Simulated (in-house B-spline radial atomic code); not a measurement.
**Functionals against NIST's ionisation energies along a row: Sc to Zn**

Ionisation energies as differences of self-consistent total energies from a B-spline radial code for spherical atoms: all electrons, radial basis limit, scalar-relativistic (one-electron X2C), spin-polarised at highest spin, spherical densities; exact exchange is averaged over the determinants of each configuration. No spin-orbit coupling, Breit or QED terms. NIST's values run from ground level to ground level, so in open shells the differences also hold multiplet and fine-structure energies that spherical high-spin averages miss. Columns give computed minus NIST, in eV; a star marks a semi-empirical value. Species are left out where the tabulated value is theory, is uncertain by more than 0.12 eV, or (13 ions, such as In⁴⁺, Te⁴⁺ and Bi⁴⁺) lies off its series for all methods alike, which flatters the means a little.

```
species  shell  NIST (eV)   PBE0  wB97X  BHandHLYP   AM05
     Sc     4s       6.56  -0.21  +0.14      -0.19  -0.21
     Ti     4s       6.83  -0.24  +0.21      -0.16  -0.22
     Cr     4s       6.77  +0.29  -0.26      -0.16  +0.62
     Mn     4s       7.43  -0.34  +0.32      -0.08  -0.22
     Fe     4s       7.90  -0.27  +0.37      -0.18  -0.12
     Cu     4s       7.73  +0.24  +0.03      -0.04  +0.59
     Zn     4s       9.39  -0.12  +0.20      -0.25  +0.11
```

**Question.** How do the methods rank, and which species is hardest?

**Answer.** Mean absolute (signed) differences: BHandHLYP 0.15 (-0.15) eV; wB97X 0.22 (+0.14) eV; PBE0 0.24 (-0.09) eV; AM05 0.30 (+0.08) eV. For Cr, which loses a 4s electron, the nearest method is off by -0.16 eV, the largest such miss.
